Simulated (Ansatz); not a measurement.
Li₁₀⁺, relaxed as a doublet with UKS PBE/def2-TZVP in Ansatz, starting from a model built from a lattice or polyhedron. Force threshold 0.02 eV/Å.

Start:

```xyz
10

Li    1.0553   -2.7033   -2.1275
Li    1.9412   -0.7414   -0.1347
Li    2.8300    1.2140    1.8943
Li   -0.7553   -1.9450    0.0769
Li    0.1456    0.0069    2.0781
Li   -2.5465   -1.1812    2.2854
Li   -0.1379   -0.0220   -2.0847
Li    0.7457    1.9655   -0.0595
Li   -1.9493    0.7223    0.0916
Li   -1.3287    2.6842   -2.0199
```

```json
{"step": "1", "energy (eV)": "-2035.4060", "largest force component (eV/Å)": "0.207", "SCF passes": "54"}
{"step": "2", "energy (eV)": "-2035.5514", "largest force component (eV/Å)": "0.048", "SCF passes": "30"}
{"step": "3", "energy (eV)": "-2035.5594", "largest force component (eV/Å)": "0.048", "SCF passes": "30"}
{"step": "4", "energy (eV)": "-2035.5624", "largest force component (eV/Å)": "0.005", "SCF passes": "30"}
{"step": "5", "energy (eV)": "-2035.5626", "largest force component (eV/Å)": "0.005", "SCF passes": "23"}
{"step": "6", "energy (eV)": "-2035.5638", "largest force component (eV/Å)": "0.038", "SCF passes": "32"}
{"step": "7", "energy (eV)": "-2035.5646", "largest force component (eV/Å)": "0.050", "SCF passes": "33"}
{"step": "8", "energy (eV)": "-2035.5673", "largest force component (eV/Å)": "0.031", "SCF passes": "29"}
{"step": "9 (rejected)", "energy (eV)": "-2035.5611", "largest force component (eV/Å)": "0.067", "SCF passes": "31"}
{"step": "10", "energy (eV)": "-2035.5694", "largest force component (eV/Å)": "0.010", "SCF passes": "30"}
{"step": "11", "energy (eV)": "-2035.5698", "largest force component (eV/Å)": "0.007", "SCF passes": "29"}
```

Force components are those of the run's own axes.

End:

Cartesian coordinates in Å:
```
Li 1.200 -2.757 -2.241
Li 1.862 -0.712 -0.129
Li 2.976 1.252 1.884
Li -0.823 -1.936 0.116
Li 0.050 -0.005 2.102
Li -2.621 -1.457 2.600
Li -0.184 0.021 -2.060
Li 0.686 1.942 -0.094
Li -2.015 0.749 0.149
Li -1.130 2.904 -2.325
```

Bonds lost: Li6–Li9, Li9–Li10 (atoms count from 1).

The force fell under the threshold at step 4, but the optimiser went on and released 0.007 eV more. No frequencies were taken in this run, so the end may be a saddle point.

Hardware: 4 threads of Arm Neoverse V2 on a shared host. Wall time 25 s.
